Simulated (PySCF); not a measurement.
C2F5 (SMILES F[C](F)C(F)(F)F), doublet, geometry from GFN2-xTB. Base run: PySCF with B3LYP/pcseg-1.

PySCF was given this input:
```python
from pyscf import gto, scf, dft

mol = gto.Mole()
mol.atom = '''
    F     1.332635   -1.345087   -0.099566
    C     0.893425   -0.103234   -0.222958
    F     1.694971    0.761642    0.376912
    C    -0.594255    0.119169   -0.075004
    F    -1.032315   -0.089740    1.181801
    F    -0.918852    1.369233   -0.395500
    F    -1.275887   -0.706672   -0.865007
'''
mol.basis = 'pcseg-1'
mol.charge = 0
mol.spin = 1
mol.verbose = 4
mol.build()

mf = dft.UKS(mol)
mf.xc = 'b3lyp'
mf.kernel()
mf.analyze()
```

Each row names what was changed in the base input (with any setting that the change needs).

```
change                                                                                                                  ΔE vs base (mEh)  fitting functions  dipole (D)
----------------------------------------------------------------------------------------------------------------------  ----------------  -----------------  ----------
base                                                                                                                               0.000                  -        0.51
auxbasis = def2-tzvp-ri                                                                                                           -0.157                532        0.51
auxbasis = def2-universal-jfit                                                                                                     4.352                343        0.51
auxbasis = cc-pvtz-ri                                                                                                             -0.341                567        0.51
exchange = seminumerical (SGX) (with mf = sgx.sgx_fit(mf, auxbasis='def2-universal-jfit'); with mf.with_df.dfj = True)            -0.397                343        0.51
auxbasis = autoaux                                                                                                                -0.058                812        0.51
only_dfj = on; auxbasis = def2-universal-jfit                                                                                     -0.388                343        0.51
auxbasis = cc-pvqz-jkfit                                                                                                          -0.100                742        0.51
auxbasis = even-tempered beta=2.0                                                                                                 -0.241                842        0.51
auxbasis = cc-pvdz-jkfit                                                                                                          -0.169                490        0.51
```

A fitting set is made for a task (jfit for Coulomb, jkfit for Coulomb and exchange, ri for correlation) and for a family of orbital bases.

Open shells are given as the SCF converged; they aren't shown to be the lowest states, and a large step between rows can be another state.
